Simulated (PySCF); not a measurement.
A GIAO shielding run with PySCF (density fitting, non-relativistic, gas phase) on SMILES [SiH3]N1CCCN1C1CC1, C₆H₁₄N₂Si:

```
{"job": {"kind": "nmr", "xc": "PBE0", "basis": "pcSseg-1"}, "charge": 0, "multiplicity": 1}
Si    -1.946713    -1.657702     0.269775
N     -0.908625    -0.424480    -0.336942
C     -1.349698     0.769651    -1.038208
C     -1.053187     1.934690    -0.073922
C     -0.248336     1.251128     1.054227
N      0.151664    -0.050309     0.533388
C      1.416529    -0.032906    -0.148025
C      2.087533    -1.355087    -0.357903
C      2.619991    -0.402608     0.667007
H     -2.842284    -1.963543    -0.846771
H     -2.763656    -1.304825     1.443118
H     -1.048698    -2.754251     0.615383
H     -0.776952     0.879908    -1.967713
H     -2.404068     0.689357    -1.295307
H     -0.468541     2.713213    -0.562569
H     -1.967925     2.381839     0.310274
H     -0.887318     1.076047     1.924197
H      0.625395     1.822716     1.365336
H      1.547410     0.724113    -0.922530
H      2.645960    -1.507646    -1.268623
H      1.563008    -2.228360    -0.006284
H      3.550699     0.108306     0.471361
H      2.453061    -0.642267     1.705197
```

Hardware: 1 thread of an Arm Neoverse V1, shared host. The job also computes population analyses, field gradients, ring-centre shieldings.

Task: How large is the calculation?

Result: 78 electrons, 230 basis functions and 1203 auxiliary functions.

Task: How long does it take?

Result: 56 s of wall time, with 13 SCF cycles and 4 response iterations. Times on a shared host scatter by some tens of per cent.
